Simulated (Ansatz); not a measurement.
Cost and result up the ladder for the cluster SiSe2 (the lowest singlet isomer of a short search) (3 atoms). Charge 0, multiplicity 1. Geometry: PBE-D4/def2-TZVP.

```
atom    x (Å)    y (Å)    z (Å)
 Si1   0.0000   0.0000   0.0000
 Se2   0.3350   1.0411   1.7621
 Se3  -0.3351  -1.0411  -1.7620
```

Ansatz on 4 threads of Arm Neoverse V1 on a shared host. Times are rough, and most runs start from the orbitals of an earlier one. r2SCAN0-D4/def2-TZVP serves as the yardstick here, not as an exact answer. Differences are given only for rows in sets of like size (and for xTB, whose basis is part of the method), since another set adds its own error. Binding counts from free atoms at the same level (Si triplet, Se triplet; other spins of the atoms weren't run), without zero-point energy or a counterpoise term.

The 6-31G sets use Cartesian d functions. Correlated methods freeze 23 core orbitals; core or outer-core shells of Se are correlated, in sets that lack core-valence functions. The structure comes from a short search, and lower isomers may exist.

Correlated methods converge slowly with the basis.

| level | functions | wall time | binding energy per atom (eV) | difference from r2SCAN0-D4/def2-TZVP (eV) |
| --- | --- | --- | --- | --- |
| HF/6-31G | 71 | 0.4 s | 0.79 | – |
| LDA (SPW92)/def2-TZVP | 133 | 0.55 s | 3.54 | 0.70 |
| PBE-D4/def2-SVP | 82 | 0.55 s | 3.05 | – |
| PBE0-D4/def2-SVP | 82 | 0.85 s | 2.87 | – |
| revPBE-D4/def2-TZVP | 133 | 0.9 s | 2.94 | 0.10 |
| PBE-D4/def2-TZVP (with forces) | 133 | 1.1 s | 3.06 | 0.23 |
| BHLYP-D4/def2-TZVP | 133 | 1.5 s | 2.67 | -0.17 |
| PBE-D4/def2-TZVPD | 157 | 1.6 s | 3.06 | 0.22 |
| RPA@PBE/def2-TZVP | 133 | 1.6 s | 2.55 | -0.29 |
| r2SCAN-D4/def2-TZVP | 133 | 2.1 s | 2.99 | 0.15 |
| PBE0-D4/def2-TZVPD | 157 | 2.1 s | 2.91 | 0.07 |
| r2SCAN0-D4/def2-TZVP | 133 | 2.8 s | 2.84 | 0.00 |
| r2SCAN-D4/def2-TZVPD | 157 | 3 s | 2.99 | 0.15 |
| CCSD(T)/def2-TZVPP | 138 | 3.8 s | 2.76 | -0.08 |
